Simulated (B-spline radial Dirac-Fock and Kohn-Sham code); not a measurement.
**How the settings move the core levels of Se**

ΔSCF core binding energies without Breit or QED terms, calculated with a B-spline atomic structure program. Keys: rel is the Hamiltonian (dirac, or spin-free x2c and nr, where L3 and M5 stand for the whole 2p and 3d shells), method is hf or an exchange,correlation pair (spin-unpolarised, also for the hole states), nuc the nuclear model, radius_factor scales its radius, rmax is the box in bohr, h the logarithmic mesh step, order the B-spline order, points the quadrature points per cell, c_factor scales the speed of light, and damp, ndamp, maxit and tol steer the iteration. The run stops when the commutator error falls below 10·tol·max(1, Z/10), or the numerical noise floor, and the energy has settled to about 1e-8 Ha; the virial ratio is −V/T.

Base input:

```json
{"items": [{"Z": 34, "q": 0, "cfg": [[1, 0, 2], [2, 0, 2], [2, 1, 6], [3, 0, 2], [3, 1, 6], [3, 2, 10], [4, 0, 2], [4, 1, 4]], "A": 80, "rrms": 4.14, "do": "settings", "holes": ["K", "L3", "M5"],
  "settings": [{"rel": "dirac", "method": "hf", "nuc": "fermi", "radius_factor": 1.0, "rmax": 45.0, "h": 0.3, "order": 8, "points": 10, "c_factor": 1.0, "maxit": 60, "damp": 0.5, "ndamp": 3, "tol": 1e-08}]}]}
```

The ground state converged in 10 iterations, with total energy -2428.58851 Ha, virial ratio 1.97618 and highest orbital energy -10.52 eV. ΔSCF binding energies: K (1s) 12692.0 eV, M5 (3d5/2) 62.03 eV. Holes are computed only in closed shells, and unreliable hole states are left out.

Changes from the base run:

```tsv
changed setting	Δ total energy (Ha)	Δ K (eV)	Δ M5 (eV)	iterations
c_factor = 1.5	+16.19028	-114.22	+1.03	10
h = 0.22	0.00000	0.00	0.00	10
rmax = 25.0	0.00000	0.00	0.00	10
radius_factor = 0.5	-0.01301	+0.15	0.00	10
tol = 1e-06	0.00000	0.00	0.00	8
rel = "x2c"	+0.47156	-7.43	+0.37	10
rel = "x2c"; c_factor = 1.5; tol = 1e-06	+16.38193	-117.57	+1.20	8
h = 0.22; order = 9; c_factor = 1.5	?	?	?	?
rmax = 80.0	0.00000	0.00	0.00	10
h = 0.22; order = 9; damp = 0.8	0.00000	0.00	0.00	10
radius_factor = 0.8; c_factor = 1.5; tol = 1e-06	+16.18529	-114.16	+1.03	8
nuc = "gauss"	-0.00003	0.00	0.00	10
nuc = "sphere"	+0.00001	0.00	0.00	10
```

Q: What does the change h = 0.22; order = 9; c_factor = 1.5 do?

A: The total energy moves by +16.19028 Ha and the binding energies by K -114.22 eV, M5 +1.03 eV; the run takes 10 iterations.
